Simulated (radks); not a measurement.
Values are calculated unless marked as measured or tabulated.
Task: The selenium ion Se32+, [He]. Level of theory: non-relativistic Kohn-Sham, LDA (Slater exchange, Perdew-Wang correlation), spin-polarised, spherical densities, point nucleus (a radial shooting solver on a logarithmic mesh with Libxc functionals). Every spin shell is full or empty, so the densities are truly spherical. Functionals are evaluated on that one density, not self-consistently. Rank these exchange functionals by their error against the exact value of the orbitals, and give that value: LDA, B88, PW91, PW86, AM05, SOGGA, APBE, r2SCAN, Tao-Mo, MVS.

Result: Exact: -20.9934 hartree. From best to worst, with 100 (|E| - |E exact|)/|E exact| (equal figures are ties): r2SCAN +0.02, MVS +0.03, Tao-Mo +0.03, PW86 -0.31, APBE -0.51, B88 -0.83, PW91 -1.75, SOGGA -6.53, AM05 -11.00, LDA -14.21.
